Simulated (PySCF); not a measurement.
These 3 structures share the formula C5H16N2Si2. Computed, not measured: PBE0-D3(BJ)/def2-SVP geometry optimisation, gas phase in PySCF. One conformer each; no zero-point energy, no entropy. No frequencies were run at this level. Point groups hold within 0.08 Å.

Question: Order them by energy at this level, lowest first, and give relative energies in kJ/mol.
A. `[NH2:1][SiH2:2][CH2:3][SiH2:4][N:5]1[CH2:6][CH2:7][CH2:8][CH2:9]1` with H–N1–Si2–C3 -162° and 58°, N1–Si2–C3–Si4 40°, Si2–C3–Si4–N5 158°, C3–Si4–N5–C6 56°, Si4–N5–C6–C7 111°, N5–C6–C7–C8 23°, C6–C7–C8–C9 0°, C7–C8–C9–N5 -23°
B. `[CH3:1][CH2:2][C:3]([CH3:4])([CH3:5])[SiH:6]1[NH:7][SiH2:8][NH:9]1` with C1–C2–C3–C4 64°, C2–C3–Si6–N7 83°
C. `[CH3:1][N:2]([CH2:3][CH:4]1[CH2:5][CH2:6]1)[SiH2:7][NH:8][SiH3:9]` with C1–N2–C3–C4 -77°, N2–C3–C4–C5 -85°, C1–N2–Si7–N8 69°, N2–Si7–N8–Si9 -100°

Answer: B (0.0), A (127.0), C (193.7).

As drawn, the lowest has a four-membered ring and an Si–C bond, which the highest lacks; the highest has a three-membered ring, which the lowest lacks.

| SMILES | E (Eh) | E rel (kJ/mol) | dipole (D) | point group | A, B, C (MHz) |
| --- | --- | --- | --- | --- | --- |
| CCC(C)(C)[SiH]1N[SiH2]N1 | -887.75217 | 0.0 | 0.62 | C1 | 1923, 824.0, 709.4 |
| N[SiH2]C[SiH2]N1CCCC1 | -887.70379 | 127.0 | 1.22 | C1 | 3202, 463.7, 446.1 |
| CN(CC1CC1)[SiH2]N[SiH3] | -887.67838 | 193.7 | 1.70 | C1 | 1637, 655.0, 553.5 |

Question: How do the relative energies change in single points at KT3/pcSseg-1 (no added dispersion term) on the same geometries?

Answer: 
```tsv
SMILES	PBE0-D3(BJ)/def2-SVP (kJ/mol)	KT3/pcSseg-1 (kJ/mol)	shift
CCC(C)(C)[SiH]1N[SiH2]N1	0.0	0.0	0.0
N[SiH2]C[SiH2]N1CCCC1	127.0	122.7	-4.3
CN(CC1CC1)[SiH2]N[SiH3]	193.7	195.9	+2.2
```

Each column counts from its own lowest isomer. The order is unchanged; the largest shift is 4.3 kJ/mol.
